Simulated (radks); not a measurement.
The numbers below are computed, except where a source is named.
Removal energies from the gallium ion Ga10+, [Ar] 3d(3/2: 3, 5/2: 0), by Delta-SCF beside the eigenvalue of the level emptied. Code: a radial shooting solver on a logarithmic mesh with Libxc functionals. Model: Dirac Kohn-Sham, BLYP, spin-unpolarised, spherical densities, finite nucleus; Fermi nuclear charge, rms radius of each element as measured or else 0.836 A^(1/3) + 0.57 fm. Sub-shells are occupied by j as written (lower j first in brackets).

removed from                             final configuration  Delta-SCF (eV)  -eigenvalue (eV)
3d3/2                                [Ar] 3d(3/2: 2, 5/2: 0)          279.09            260.59
3p3/2         [Ne] 3s2 3p(1/2: 2, 3/2: 3) 3d(3/2: 3, 5/2: 0)          357.40            339.69
3p1/2         [Ne] 3s2 3p(1/2: 1, 3/2: 4) 3d(3/2: 3, 5/2: 0)          362.15            344.27
3s1/2                        [Ne] 3s1 3p6 3d(3/2: 3, 5/2: 0)          409.84            392.02
